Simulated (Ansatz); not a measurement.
A made-up structure of AlGeNH4, singlet:

| atom | x (Å) | y (Å) | z (Å) |
| --- | --- | --- | --- |
| N1 | -0.7321 | -0.5804 | -0.3725 |
| Al2 | 0.3203 | 0.6179 | -1.0135 |
| Ge3 | 0.4590 | 0.1767 | 0.8383 |
| H4 | -1.5180 | -1.3218 | -0.3895 |
| H5 | 0.5253 | 1.1708 | -2.1708 |
| H6 | -0.4299 | 0.9187 | 1.8481 |
| H7 | 1.3755 | -0.9819 | 1.2601 |

It is relaxed with PBE-D4/def2-SVP and then PBE0-D4/def2-TZVP (Ansatz 0.2.0). Atoms count as bonded within 1.22 times the sum of their covalent radii (H–H: 0.88 Å). The end point is not checked to be a true minimum.

Does its bonding change? (A judgement: the text doesn't fix the answer.)

Computed: No: no bond forms or breaks.

Where it ends: The first stage lowers the energy by 3.32 eV in 7 steps. It ends as AlGeNH₄ ([NH]1[AlH][GeH2]1):
| atom | x (Å) | y (Å) | z (Å) |
| --- | --- | --- | --- |
| N1 | -0.6810 | -0.5178 | -0.4175 |
| Al2 | 0.2824 | 0.6621 | -1.2726 |
| Ge3 | 0.4350 | 0.1008 | 1.0098 |
| H4 | -1.4071 | -1.2152 | -0.3933 |
| H5 | 0.4569 | 1.2746 | -2.7162 |
| H6 | -0.3787 | 0.7273 | 2.1671 |
| H7 | 1.2925 | -1.0318 | 1.6228 |

Labels in which every atom is bracketed show which atoms are joined, not bond orders.

For scale, one of the runs: PBE0-D4/def2-TZVP relaxation, 140 basis functions, launched by `ansatz run in.yaml --threads 2 --pin off --events-out ev --progress --plain --max-ram 4352MiB`. The run took about 9.5 s on 2 CPU threads of an Intel Xeon 6975P-C (shared host).
